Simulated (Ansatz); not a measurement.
Basis-set extrapolation for CH₈B₃NS (PBE0-D4/def2-TZVP geometry, frozen core, the Gaussian-basis code of Ansatz). Multiplicity 1, RHF reference.

```
                      def2-TZVPP   def2-QZVPP
                 HF  -568.608648  -568.627616
    MP2 correlation    -0.875990    -0.935851
CCSD(T) correlation    -0.984165      not run
```

Energies in hartree. Use E(X) = E(∞) + A·exp(−7.88·√X) for Hartree–Fock and E(X) = E(∞) + B·X^(−2.97) for correlation, with X = 3 and 4, and add CCSD(T) minus MP2 of the smaller set to the MP2 limit.

Question: What is the CCSD(T) energy at the basis-set limit?

Answer: HF limit: -568.627616 + (-0.018968) × 0.13774 = -568.63023. MP2 limit: -0.935851 + (-0.059861) × 0.74074 = -0.98019. Higher-order term: -0.984165 − (-0.875990) = -0.10817. Total: -569.71859 hartree, 3.42 eV below CCSD(T)/def2-TZVPP.
